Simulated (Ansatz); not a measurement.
CH9NOSi2 can be A, `CO[SiH2][SiH2]N`, or B, `C[SiH2]N[SiH2]O`.

Program: Ansatz. Geometries: PBE0-D4/def2-TZVP. ΔE: electronic, gas phase. CCSD(T)/CBS is the MP2 limit (def2-TZVPP, def2-QZVPP) plus CCSD(T) − MP2 in def2-TZVPP, frozen cores. DFT in def2-TZVPP. B3LYP here is the variant with VWN-RPA as its local correlation; programs differ in this. Each species was taken in one conformer, which may not be the lowest.

Problem. Which is lower in electronic energy at CCSD(T)/CBS, and by how much? (Estimate.)

Solution. The calculation gave: B, by 46.4 kcal/mol.

Problem. Give E(B) − E(A) in kcal/mol with PBE0-D4, HF/def2-TZVPP, MP2/def2-TZVPP, CCSD(T)/def2-TZVPP, r2SCAN-D4, PBE-D4, B3LYP. (Estimate.)

Solution. Computed: PBE0-D4 -42.3, HF/def2-TZVPP -45.8, MP2/def2-TZVPP -49.0, CCSD(T)/def2-TZVPP -45.7, r2SCAN-D4 -44.5, PBE-D4 -40.1, B3LYP -43.2. None reverses the order clearly.

Largest T1 diagnostic: 0.011.

From PBE to PBE0 (25 % exact exchange), in def2-TZVPP and without D4, E(B) − E(A) moves by −2.2 kcal/mol.
